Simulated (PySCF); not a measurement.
## Computed properties of C2H11FSi3, SMILES [SiH3]CC[SiH2][SiH2]F

C2H11FSi3, SMILES C([SiH3])C[SiH2][SiH2]F. The structure is a stationary point at PBE0-D3(BJ)/def2-SVP. The structure was generated by enumeration, and PubChem lists no compound with its InChIKey, so it may never have been made. Other conformers were not sampled. All values are computed for the isolated molecule unless a solvent is named; none is compared with measurement here.

**Structure.** All 45 harmonic modes at PBE0-D3(BJ)/def2-SVP (PySCF) are real, so it is a minimum. With heavy atoms numbered as in [F:1][SiH2:2][SiH2:3][CH2:4][CH2:5][SiH3:6], the shortest bond between them is C4–C5 at 1.533 Å and the longest Si2–Si3 at 2.342 Å.

**Vibrations.** The strongest infrared lines (harmonic, unscaled, degenerate partners summed) lie at 814 cm⁻¹ (230 km/mol, H 65 %, C 28 %), 903 cm⁻¹ (229 km/mol, H 64 %, Si 22 %, F 12 %), 2238 cm⁻¹ (179 km/mol, H 96 %). The softest mode is at 27 cm⁻¹ and the zero-point energy is 73.8 kcal/mol.

**Electronic structure.** CAM-B3LYP/def2-TZVP (PySCF) places the frontier levels at -9.39 and 0.43 eV, a gap of 9.82 eV, and gives a dipole moment of 1.69 D. PBE/def2-TZVP (PySCF) at the same geometry gives -6.90 and -1.48 eV, so its gap is 4.40 eV narrower. An orbital gap is neither the optical nor the fundamental gap.

**Excitations.** TDA-ωB97X/def2-SVPD (PySCF) has S1 at 6.49 eV (191 nm, f = 0.023, weak); the most intense of the 6 singlets computed lies at 8.16 eV (f = 0.05). T1 (TDA) is at 5.71 eV, 0.78 eV under S1. TDA-PBE/def2-SVPD (PySCF) puts S1 at 5.77 eV. No vertical singlet excitation falls in the visible range (under 3.1 eV).

**NMR.** GIAO shifts at KT2/pcSseg-1 (PySCF) (non-relativistic, atoms alike by connectivity averaged): ¹³C from 10.0 to 10.6 ppm against TMS; ¹H from 1.5 to 6.1 ppm against TMS; ²⁹Si from -73.1 to 15.3 ppm against TMS; ¹⁹F at -301.6 ppm against CFCl3.

**Solvation.** SMD-B3LYP/6-31G* (PySCF) gives 2.7 kcal/mol in water, -1.1 kcal/mol in dimethylsulfoxide, -1.9 kcal/mol in N,N-dimethylformamide (1 M in both phases, gas-phase geometry); of these solvents N,N-dimethylformamide holds the molecule best.
